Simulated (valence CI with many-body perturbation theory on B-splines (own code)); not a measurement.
# Which ion has this spectrum?

A relativistic CI+MBPT calculation for an atom or ion with 5 electrons gives these levels (Ry):

```csv
J,Parity,E,g
1/2,odd,0.000,0.65
1/2,even,10.355,2.24
3/2,odd,17.206,1.32
3/2,even,24.469,1.67
5/2,even,26.564,1.37
3/2,even,29.871,0.95
1/2,even,30.013,1.19
3/2,odd,41.140,1.38
5/2,even,43.025,1.40
1/2,even,47.850,1.86
3/2,even,47.932,1.20
3/2,odd,56.324,1.43
5/2,odd,57.658,1.18
1/2,odd,60.183,0.65
```

The energies are calculated, and their last digits are not significant.

Q: Which is it?
A. Pd41+
B. In44+
C. Te47+
D. Cd43+

A: B. In44+, ground level (2s^2 2p1/2) J=1/2.
